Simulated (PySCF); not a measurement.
## Trend along group 15: MGe anions

PBE0 with triple-zeta basis sets in PySCF, for the lowest determinant that a PBE0 search found; no spin–orbit coupling. De refers to high-spin ground-configuration atoms (the charge goes to the atom of lower measured ionisation energy or higher electron affinity, which is not always the lowest computed limit). A positive dipole points towards Ge; it is taken about the centre of mass and depends on that origin.

```csv
M,basis,charged atom,state (unpaired electrons),Re (Å),ωe (cm⁻¹),De (eV),μ (D)
N,def2-TZVPPD,Ge−,singlet (closed shell),1.668,1013,n/a,3.93
P,def2-TZVPPD,Ge−,singlet (closed shell),2.064,560,n/a,2.83
As,def2-TZVPPD,Ge−,singlet (closed shell),2.158,405,n/a,0.70
```

The shortest bond is that of GeN⁻ (1.668 Å), the longest that of GeAs⁻ (2.158 Å).

Down a group the atoms grow and get heavier, so bonds lengthen and wavenumbers fall; this series shows no clear exception.
